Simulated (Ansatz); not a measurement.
`C[B](F)[GeH2][Cl]` + `C=N` → `C=NB(C)F` + `[Cl][GeH3]` at 600 K and 1 bar (cleavage of the B–Ge bond).

Gas-phase electronic energies from Ansatz, PBE0-D4/def2-TZVP geometries. CCSD(T)/CBS adds triple-zeta CCSD(T) − MP2 to the extrapolated MP2 energy (def2 sets, frozen cores). This one scheme is used for every species. For Ge outer-core shells are correlated without core-valence functions, which leaves a few kJ/mol of doubt a bond. Scalar relativity is left out up to krypton. One conformer a species, not always the lowest.

```tsv
species	CCSD(T)/CBS energy (Eh)	H − E (kJ/mol)	S (J/(mol·K))
`C[B](F)[GeH2][Cl]`	-2701.63708	223.3	481.4
`C=N`	-94.52360	129.6	259.4
`C=NB(C)F`	-258.47400	250.0	408.9
`[Cl][GeH3]`	-2537.71925	96.6	309.8
```

H − E and S are ideal-gas, rigid-rotor, harmonic terms from PBE0-D4/def2-TZVP, for one conformer and one mirror image of each species. 1 Eh = 2625.50 kJ/mol, R = 8.31446 J/(mol·K).

Q: By hand: ΔE, ΔH, ΔS and ΔG.

A: ΔE = (-258.47400) + (-2537.71925) − (-2701.63708) − (-94.52360) = -0.03257 Eh = -85.5 kJ/mol. Δ(H − E) = 250.0 + 96.6 − 223.3 − 129.6 = -6.3, so ΔH = -91.8 kJ/mol. ΔS = 408.9 + 309.8 − 481.4 − 259.4 = -22.1 J/(mol·K). ΔG = -91.8 − 600 × (-22.1)/1000 = -78.5 kJ/mol.

Q: By hand: the equilibrium constant, and the temperature at which ΔG would vanish if ΔH and ΔS stayed fixed.

A: log₁₀ K = −ΔG/(RT ln 10) = 6.8. ΔG = 0 at ΔH/ΔS = 4154 K, far beyond where these terms or the molecules hold.

ΔH outweighs TΔS. A doubt of 5 kJ/mol in ΔE shifts log₁₀ K by 0.4 here. Other conformers and mirror images would add mixing entropy, several J/(mol·K) or more a flexible species. Modes under 60 cm⁻¹, often nearly free rotors, make the harmonic entropy too high. These are equilibria of isolated gas molecules and say nothing of rates. Largest T1 diagnostic: 0.013 (customary marks: 0.02 for closed shells, 0.045 for open ones).
